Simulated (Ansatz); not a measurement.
Relaxation of CH$_{4}$S$_{2}$Si (8 atoms, charge 0, multiplicity 1), to a largest force component of 0.02 eV/Å in at most 50 steps.

Theory: UKS BHLYP/def2-SVP in Ansatz.

```xyz
8
Properties=species:S:1:pos:R:3:forces:R:3
Si -0.990 1.260 0.509 1.77 -0.77 -0.30
C 0.493 0.575 -0.162 0.71 1.59 0.59
S 1.294 -0.799 0.604 -3.04 -2.70 1.27
S 0.364 -2.473 -0.210 0.46 -0.02 0.02
H -1.672 2.381 -0.119 -0.11 0.07 -0.39
H -1.640 0.744 1.701 -0.02 -0.17 0.22
H 0.995 0.943 -1.045 -0.24 0.21 -0.34
H 2.456 -1.334 1.123 0.46 1.79 -1.06
```

Where does it end, and by what steps?

The forces met the threshold. After 10 steps the energy has fallen by 2.117 eV; H8 moved furthest, 0.67 Å.

```json
{"step": "0", "energy less start (eV)": "0.0000", "largest force component (eV/Å)": "3.043", "accepted": "yes"}
{"step": "1", "energy less start (eV)": "-1.1663", "largest force component (eV/Å)": "1.451", "accepted": "yes"}
{"step": "2", "energy less start (eV)": "-1.6803", "largest force component (eV/Å)": "1.768", "accepted": "yes"}
{"step": "3", "energy less start (eV)": "-1.9254", "largest force component (eV/Å)": "1.605", "accepted": "yes"}
{"step": "4", "energy less start (eV)": "-2.0504", "largest force component (eV/Å)": "0.913", "accepted": "yes"}
{"step": "5", "energy less start (eV)": "-2.0976", "largest force component (eV/Å)": "0.397", "accepted": "yes"}
{"step": "6", "energy less start (eV)": "-2.0949", "largest force component (eV/Å)": "0.437", "accepted": "no"}
{"step": "7", "energy less start (eV)": "-2.1125", "largest force component (eV/Å)": "0.072", "accepted": "yes"}
{"step": "8", "energy less start (eV)": "-2.1157", "largest force component (eV/Å)": "0.122", "accepted": "yes"}
{"step": "9", "energy less start (eV)": "-2.1156", "largest force component (eV/Å)": "0.097", "accepted": "no"}
{"step": "10", "energy less start (eV)": "-2.1166", "largest force component (eV/Å)": "0.020", "accepted": "yes"}
```

```xyz
8
Properties=species:S:1:pos:R:3
Si -0.913 1.325 0.566
C 0.367 0.371 -0.035
S 0.887 -1.111 0.777
S 0.908 -2.616 -0.541
H -1.399 2.507 -0.156
H -1.584 1.013 1.834
H 0.848 0.553 -0.992
H 2.185 -0.747 0.947
```

Whether the end is a true minimum wasn't checked by a vibrational analysis.

Run time: 79 s on 2 threads of Arm Neoverse N1, with other jobs on the host, peak memory 0.27 GiB.
